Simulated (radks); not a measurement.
Question: Ga+, configuration [Ar] 3d10 4s2. Method: Dirac Kohn-Sham, PBE, spin-unpolarised, spherical densities, point nucleus; computed with a radial shooting solver on a logarithmic mesh with Libxc functionals.

Spin-orbit splittings of the eigenvalues, e(l+1/2) - e(l-1/2), with zeta = 2 splitting/(2l+1) and mean radii in bohr:

| shell | occ. | splitting (eV) | zeta (eV) | <r> j=l-1/2 | <r> j=l+1/2 |
|---|---|---|---|---|---|
| 2p | 6 | 27.66 | 18.44 | 0.1883 | 0.1918 |
| 3p | 6 | ? | ? | 0.6719 | 0.6827 |
| 3d | 10 | 0.4623 | 0.1849 | 0.8039 | 0.8101 |

Estimate the 3p splitting.

Answer: 3.625 eV (zeta = 2.416 eV).
